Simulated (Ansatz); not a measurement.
## One elementary step

Start structure (SiH₃OF₃, singlet), relaxed at PBE0-D4/def2-TZVP:

Si1  (-1.181, -0.056, 0.003)
F2  (-0.849, -1.419, 0.708)
F3  (-0.581, -0.020, -1.455)
F4  (-0.631, 1.160, 0.843)
H5  (-2.636, 0.079, -0.097)
H6  (2.061, -0.112, -0.757)
O7  (1.786, -0.224, 0.156)
H8  (2.030, 0.592, 0.599)
(Å)

The step: SiHF₃ ([F][SiH]([F])[F]) + H₂O → SiH₂OF₂ ([OH][SiH]([F])[F]) + HF; bonds formed: Si1–O7, F2–H6; bonds broken: Si1–F2, H6–O7. Program: Ansatz 0.2.0. Basis: def2-TZVPP and def2-QZVPP. Cores are frozen in the correlated methods. Extrapolation: Hartree–Fock as exp(−7.88 √X), correlation as X^−2.97. Energies below are by CCSD(T) at an estimated basis limit (MP2 extrapolated from triple and quadruple zeta, plus CCSD(T) − MP2 in triple zeta).

(1) What are the electronic barrier and the energy of the step, from the start structure to the end structure? (An estimate is asked for; the value comes from the calculation.)

No T1 diagnostic of these runs exceeds 0.012.

## Answers

(1) The calculation gives: Barrier 118.4 kJ/mol; step energy 22.1 kJ/mol (uphill); reverse barrier, their difference, 96.3 kJ/mol. Barrier and step energy count from the start structure, the reverse barrier from the end structure.

The saddle point: One imaginary mode of 764i cm⁻¹.
```tsv
pair	start (Å)	saddle (Å)	end (Å)
Si1–O7	2.98	1.77	1.63
F2–H6	3.51	1.22	0.93
Si1–F2	1.57	1.92	3.80
H6–O7	0.96	1.14	1.74
```

Zero-point energy (harmonic, PBE0-D4): ZPE is 108.6 kJ/mol at the start and 105.3 kJ/mol at the saddle, so the barrier goes from 118.4 to 115.1 kJ/mol.

The step is the kind of ligand exchange by which a precursor binds to a hydroxyl group, or is hydrolysed, in atomic layer deposition of oxides.

Labels in which every atom is bracketed show which atoms are joined, not bond orders.

For scale, one of the runs: CCSD(T)/def2-TZVPP, 208 basis functions (an equivalent command: `ansatz run in.yaml --threads 4`). Time: 97 s of wall clock on 4 CPU threads; the host was shared. Peak host memory: 3.1 GiB.
